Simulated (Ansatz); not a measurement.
Cl4Ti (SMILES [Cl][Ti]([Cl])([Cl])[Cl]), singlet, at a GFN2-xTB geometry (such geometries of metal compounds can be far from the true shape); Ansatz (a quantum-chemistry and plane-wave program) with WB97M-V/STO-3G.

Input for Ansatz:
Ansatz 0.2 input:
```yaml
crystal:
  periodic: [false, false, false]
  atoms:
    - {symbol: Ti, position_ang: [-0.00000000, -0.00000000, -0.00000000]}
    - {symbol: Cl, position_ang: [1.68598647, -0.53254751, -1.15362652]}
    - {symbol: Cl, position_ang: [0.61270013, 0.47649048, 1.96330506]}
    - {symbol: Cl, position_ang: [-0.94593491, 1.67582411, -0.86823504]}
    - {symbol: Cl, position_ang: [-1.35275169, -1.61976707, 0.05855650]}
basis:
  gaussian:
    orbitals: STO-3G
hamiltonian:
  xc: {name: wB97M-V}
```

**Question.** Write the output that Ansatz gives for this input, abridged.

**Answer.** 
```
Functional definition: wB97M-V
635 factors; integrals over basis functions are off by at most 1.1e-4 eV
171 factors; integrals over basis functions are off by at most 3.9e-7 eV
mean field evaluation 1: about -72432.7420 eV, gradient 4.2e1 eV
mean field evaluation 2: about -72425.1582 eV, gradient 7.8e1 eV
mean field evaluation 4: about -72440.6667 eV, gradient 2.5e-1 eV
mean field evaluation 8: about -72440.6654 eV, gradient 1.2e-2 eV
mean field -72440.66541499 eV, -2662.1453519543 hartree, gradient 9.4e-6 eV, S^2 0.000000; 0 other end points of the search recorded, 0 dependent functions left out
reference -72440.66543732 eV, -2662.1453527750 hartree; 45, 45 occupied and 9, 9 virtual orbitals, 635 factors
Total energy: -72440.66543732 eV, -2662.1453527750 hartree
```
